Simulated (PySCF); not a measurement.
Te(F)(GeH3) (FGeH₃Te), SMILES [Te](F)[GeH3]. Heavy atoms are numbered as in [Te:1]([F:2])[GeH3:3]. Hydrogens are named by the atom that carries them.

Geometry optimised at PBE0-D3(BJ)/def2-SVP. The def2 effective core potentials stand for the cores of Te; spin–orbit coupling is left out.

Method: CAM-B3LYP/def2-TZVPD (PySCF).

Mulliken values depend strongly on the basis, most of all with diffuse functions as here. ESP charges are fitted to the potential on shells at 1.4 to 2.0 van der Waals radii. Atomic charges (e), one atom of each kind:

| atom | Mulliken | ESP fit |
|---|---|---|
| Te1 | 0.40 | 0.16 |
| F2 | -0.48 | -0.23 |
| Ge3 (GeH3) | 0.02 | -0.08 |
| H on Ge3 | 0.03 | 0.04 |
